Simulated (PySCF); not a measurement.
Field gradients from PBE0/pcSseg-1 densities (PySCF, non-relativistic) at GFN2-xTB geometries, isolated species, one conformer each; χzz is the principal value of largest magnitude, with Q(17O) = −0.0256 b. GFN2-xTB bond lengths can be off by several hundredths of an ångström, more for odd bonds, and the gradients follow them. The basis is small and wasn't made for field gradients, so the couplings can be 20 % off.

Task: These 17O couplings (χzz in MHz, η) are listed in rising order: (-11.47, 0.69); (-10.08, 0.07); (-9.638, 0.07). Assign them to: the silyl ether oxygen of `C[C@@H](Cl)/C=C\O[SiH3]`; the ether oxygen of `CO/C(=C/Cl)C[SiH3]`; the silyl ether oxygen of `CC/C(=C\Cl)O[SiH3]`.

Result: -11.47 MHz, η 0.69: the ether oxygen of `CO/C(=C/Cl)C[SiH3]`; -10.08 MHz, η 0.07: the silyl ether oxygen of `CC/C(=C\Cl)O[SiH3]`; -9.638 MHz, η 0.07: the silyl ether oxygen of `C[C@@H](Cl)/C=C\O[SiH3]`.

All sites together:

```tsv
nucleus	site	Vzz (au)	η	χzz (MHz)
17O	the silyl ether oxygen of C[C@@H](Cl)/C=C\O[SiH3]	1.602	0.07	-9.638
17O	the ether oxygen of CO/C(=C/Cl)C[SiH3]	1.907	0.69	-11.47
17O	the silyl ether oxygen of CC/C(=C\Cl)O[SiH3]	1.676	0.07	-10.08
```
